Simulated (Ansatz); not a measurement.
Molecule: C5H10O (charge 0, singlet). 
Geometry from a B3LYP-D3(BJ)/def2-TZVP (Ansatz, a program for electronic structure) optimisation:
SMILES: CCC(=O)CC
```xyz
16

C     -2.5283     0.1158    -0.3182
C     -1.3083    -0.6836     0.1128
C      0.0027     0.0704    -0.0257
O      0.0467     1.2056    -0.4404
C      1.2553    -0.6830     0.3865
C      2.5375     0.1204     0.2319
H     -2.6258     1.0264     0.2726
H     -2.4482     0.4156    -1.3630
H     -3.4375    -0.4745    -0.1965
H     -1.3959    -1.0058     1.1565
H     -1.2197    -1.6111    -0.4637
H      1.1180    -1.0127     1.4223
H      1.2946    -1.6064    -0.2021
H      3.4009    -0.4699     0.5415
H      2.5042     1.0269     0.8360
H      2.6821     0.4274    -0.8037
```
Charge 0, spin multiplicity 1.

Atomisation energy built up term by term with Ansatz (kcal/mol; UHF references for open shells; valence terms freeze the core; atomic spin-orbit terms are left out). CBS(X,Y): correlation extrapolated as X^-3; Hartree-Fock from the larger set.

| term | basis | kcal/mol |
|---|---|---|
| Hartree-Fock | cc-pVQZ | [?] |
| CCSD correlation | CBS(cc-pVTZ,cc-pVQZ) | 371.34 |
| (T) | CBS(cc-pVTZ,cc-pVQZ) | [?] |
| core correlation | cc-pwCVTZ | 6.00 |
| scalar relativity (X2C) | cc-pVTZ-DK against cc-pVTZ | -1.11 |
| sum: De |  | [?] |

Task: Complete the blanks.

Result: 
- Hartree-Fock, kcal/mol: 1170.67
- (T), kcal/mol: 23.54
- sum: De, kcal/mol: 1570.4
